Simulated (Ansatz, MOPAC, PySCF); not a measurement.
Molecule: ethoxygermane, C2H8GeO (charge 0, singlet). SMILES: [GeH3][O]CC
Coordinates optimised at B3LYP-D3(BJ)/def2-TZVP (Ansatz, an electronic-structure program):
```xyz
12

C      2.8889    -0.1220     0.0285
C      1.5041    -0.0035    -0.5744
O      0.5411    -0.0702     0.4702
Ge    -1.1939     0.0443     0.0486
H      2.9927    -1.0698     0.5583
H      3.0651     0.6882     0.7374
H      3.6512    -0.0739    -0.7523
H      1.4112     0.9457    -1.1198
H      1.3388    -0.8127    -1.2989
H     -1.9285    -0.0620     1.3888
H     -1.4550     1.3955    -0.6493
H     -1.5584    -1.1130    -0.9047
```
Charge 0, spin multiplicity 1.

Quantity: size of the dipole moment, in D. Terms: dispersion terms only where a functional's name holds one; non-relativistic; spin-orbit terms left out; PM7 with its own dispersion and hydrogen-bond terms; LANL2DZ with its own core potentials from Na on; six Cartesian d functions in 6-31G* and its kin unless marked 5d. First-principles rows: single points at B3LYP-D3(BJ) geometries (Ansatz). Semi-empirical rows: dipoles at the shared geometry.

```
level                                    program  size of the dipole moment (D)
---------------------------------------  -------  -----------------------------
PM3                                        MOPAC                           1.50
PM7                                        MOPAC                           2.75
MNDO                                       MOPAC                           1.21
SVWN5/6-31G* with LANL2DZ past Ar         Ansatz                           1.12
PBE/LANL2DZ                               Ansatz                           1.55
PBE/6-31G* with LANL2DZ past Ar           Ansatz                           1.09
BLYP/6-31G* with LANL2DZ past Ar          Ansatz                           1.08
B3LYP/STO-3G                              Ansatz                           0.88
B3LYP/3-21G                               Ansatz                           1.28
B3LYP/LANL2DZ                             Ansatz                           1.68
B3LYP/6-31G                               Ansatz                           1.53
B3LYP/6-31G*                              Ansatz                           1.14
B3LYP/6-31G* with LANL2DZ past Ar         Ansatz                           1.20
M06-2X/6-31G* with LANL2DZ past Ar (5d)    PySCF                           1.25
```

No value to compare with is used here. The 14 habitual levels span 0.88 (B3LYP/STO-3G) to 2.75 D (PM7).

The levels are drawn from those run, B3LYP/6-31G* more often than the rest, none by its result; left out are runs that failed, that the program found above a lower state of the same kind, or whose <S^2> lies over 0.5 above the pure value.
